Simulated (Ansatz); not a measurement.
`[AlH2][B]1CC1` and `[AlH2][O]B1CC1` differ in one atom or group.

Ansatz, PBE0-D4/def2-TZVP geometries, multiplicity 1. Each molecule was computed in one conformer, which needn't be the lowest.

| property | `[AlH2][B]1CC1` |
| --- | --- |
| HOMO–LUMO gap (B3LYP/def2-TZVPP) / eV | 5.15 |
| LUMO energy (ωB97M-V/def2-TZVPP) / eV | 0.10 |
| size of the dipole moment (B3LYP/def2-TZVPP) / D | 0.92 |
| HOMO energy (PBE/def2-TZVPP) / eV | -6.09 |
| HOMO energy (PBE0/def2-TZVPP) / eV | -7.25 |
| size of the dipole moment (PBE/def2-TZVPP) / D | 1.09 |

(1) What does the change do to each property? (Estimate.)

Results:

(1) Ansatz gave: 
```json
{"property": "HOMO–LUMO gap (B3LYP/def2-TZVPP) / eV", "`[AlH2][O]B1CC1`": "4.88", "shift": "-0.27"}
{"property": "LUMO energy (ωB97M-V/def2-TZVPP) / eV", "`[AlH2][O]B1CC1`": "0.33", "shift": "0.23"}
{"property": "size of the dipole moment (B3LYP/def2-TZVPP) / D", "`[AlH2][O]B1CC1`": "0.91", "shift": "-0.01"}
{"property": "HOMO energy (PBE/def2-TZVPP) / eV", "`[AlH2][O]B1CC1`": "-5.30", "shift": "0.79"}
{"property": "HOMO energy (PBE0/def2-TZVPP) / eV", "`[AlH2][O]B1CC1`": "-6.54", "shift": "0.71"}
{"property": "size of the dipole moment (PBE/def2-TZVPP) / D", "`[AlH2][O]B1CC1`": "0.74", "shift": "-0.35"}
```

With PBE0 the HOMO rises by 0.71 eV and the LUMO rises by 0.48 eV, so the gap narrows by about 0.23 eV. PBE moves the HOMO by 0.79 eV and ωB97M-V by 0.63 eV. Dipoles are sizes alone; their direction can turn.

B3LYP here is the variant with VWN-RPA as its local correlation; programs differ in this.
